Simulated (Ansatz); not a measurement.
Atom: selenium atom, Se, net charge 0, triplet state.

Computed values are from Ansatz (a first-principles code). Correlated levels leave the core frozen unless marked. Open shells are spin-unrestricted. Spin-orbit coupling is left out. The frozen core is the preceding noble-gas configuration, with the filled d and f shells of earlier blocks. Non-relativistic. CBS marks a two-point X^-3 extrapolation of the correlation energy; Hartree-Fock from the larger set (for Q and 5 zeta extrapolated as (X+1)exp(-9√X)).

```
Item                                                                                                 Result
----------------------------------------------------------  -----------------------------------------------
ionisation energy (to the quartet)                          9.62 eV at CCSD(T)/CBS(aug-cc-pVTZ,aug-cc-pVQZ)
electron affinity (to the doublet; negative means unbound)  2.10 eV at CCSD(T)/CBS(aug-cc-pVTZ,aug-cc-pVQZ)
total energy                                                  -2400.0142 Eh at CCSD(T)/CBS(cc-pVQZ,cc-pV5Z)
T1 diagnostic                                                                         0.009 at CCSD/cc-pV5Z
```
